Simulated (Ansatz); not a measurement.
Isomers of C$_{2}$H$_{8}$BNSi, relaxed with PBE0-D4/def2-TZVP in Ansatz; electronic energies, one conformer each and not always the lowest. Functionals use def2-TZVPP; CBS adds triple-zeta CCSD(T) − MP2 to the MP2 limit of def2-TZVPP and def2-QZVPP.

(1) Order them by energy at frozen-core CCSD(T)/CBS, lowest first. (Best estimate.)
A. `CB1CN1[SiH3]`
B. `B[SiH](C)N=C`
C. `C=NB(C)[SiH3]`
D. `CN1CB[SiH2]1`
E. `BN([SiH3])C=C`
F. `CN1B[SiH]1C`

(2) How do PBE0-D4, PBE-D4, B3LYP, ωB97M-V place them (kcal/mol, against `BN([SiH3])C=C`)? (Best estimate.)

## Answers

(1) E (0.0 kcal/mol), A (3.2 kcal/mol), F (5.4 kcal/mol), C (11.4 kcal/mol), B (34.8 kcal/mol), D (42.6 kcal/mol).

(2) Computed: 
| isomer | PBE0-D4 | PBE-D4 | B3LYP | ωB97M-V |
| --- | --- | --- | --- | --- |
| `C=NB(C)[SiH3]` | 6.1 | 2.6 | 6.7 | 10.7 |
| `CN1B[SiH]1C` | 0.3 | -0.1 | 5.7 | 4.1 |
| `CN1CB[SiH2]1` | 37.0 | 37.9 | 43.6 | 41.3 |
| `CB1CN1[SiH3]` | -1.1 | -0.3 | 2.0 | 0.9 |
| `B[SiH](C)N=C` | 34.0 | 33.5 | 33.8 | 34.9 |

B3LYP here is the variant with VWN-RPA as its local correlation; programs differ in this.
